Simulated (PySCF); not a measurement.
Simulated outer-valence photoelectron spectrum of `B(CB)Cl`. Level of theory: EOM-IP-CCSD/aug-cc-pVDZ in PySCF, restricted Hartree–Fock reference, frozen core, non-relativistic, gas phase, PBE0-D3(BJ)/def2-SVP geometry.

Each root has a Gaussian of 0.8 eV full width with its one-hole share as area; cross sections and vibrations are left out, and the highest printed point is 100.

| ionisation energy (eV) | intensity |
| --- | --- |
| 9.8 | 0 |
| 10.0 | 1 |
| 10.2 | 5 |
| 10.4 | 14 |
| 10.6 | 30 |
| 10.8 | 44 |
| 11.0 | 48 |
| 11.2 | 40 |
| 11.4 | 34 |
| 11.6 | 46 |
| 11.8 | 72 |
| 12.0 | 95 |
| 12.2 | 100 |
| 12.4 | 91 |
| 12.6 | 80 |
| 12.8 | 72 |
| 13.0 | 70 |
| 13.2 | 75 |
| 13.4 | 82 |
| 13.6 | 80 |
| 13.8 | 65 |
| 14.0 | 42 |
| 14.2 | 20 |
| 14.4 | 7 |
| 14.6 | 3 |
| 14.8 | 5 |
| 15.0 | 15 |
| 15.2 | 30 |
| 15.4 | 44 |
| 15.6 | 46 |
| 15.8 | 34 |
| 16.0 | 19 |
| 16.2 | 12 |
| 16.4 | 17 |
| 16.6 | 31 |
| 16.8 | 44 |
| 17.0 | 44 |
| 17.2 | 32 |
| 17.4 | 16 |
| 17.6 | 6 |
| 17.8 | 1 |
| 18.0 | 0 |

Problem. Where are the maxima, and how many lines lie under the curve?

Solution. 5 maxima, at 10.9, 12.2, 13.5, 15.5 and 16.9 eV, from 8 lines. At this width some lines have no maximum of their own.

Problem. List the lines with their holes.

Solution. 
```json
{"E (eV)": "10.93", "leading hole (HF orbital)": "HOMO", "area": "0.96", "Koopmans (eV)": "11.73"}
{"E (eV)": "11.96", "leading hole (HF orbital)": "HOMO-1", "area": "0.95", "Koopmans (eV)": "12.72"}
{"E (eV)": "12.18", "leading hole (HF orbital)": "HOMO-2", "area": "0.96", "Koopmans (eV)": "12.87"}
{"E (eV)": "12.72", "leading hole (HF orbital)": "HOMO-3", "area": "0.95", "Koopmans (eV)": "13.51"}
{"E (eV)": "13.34", "leading hole (HF orbital)": "HOMO-4", "area": "0.95", "Koopmans (eV)": "14.15"}
{"E (eV)": "13.73", "leading hole (HF orbital)": "HOMO-5", "area": "0.95", "Koopmans (eV)": "14.78"}
{"E (eV)": "15.52", "leading hole (HF orbital)": "HOMO-6", "area": "0.94", "Koopmans (eV)": "16.57"}
{"E (eV)": "16.91", "leading hole (HF orbital)": "HOMO-7", "area": "0.92", "Koopmans (eV)": "18.22"}
```

The widest gap, 1.79 eV, lies between 13.73 and 15.52 eV. Only orbitals with −ε under 21 eV, eight at most, were ionised, so the high end of the curve may lack lines.

Conformer computed: `[BH2:1][CH2:2][BH:3][Cl:4]`: B1–C2–B3–Cl4 -110°.

One conformer stands for the species.
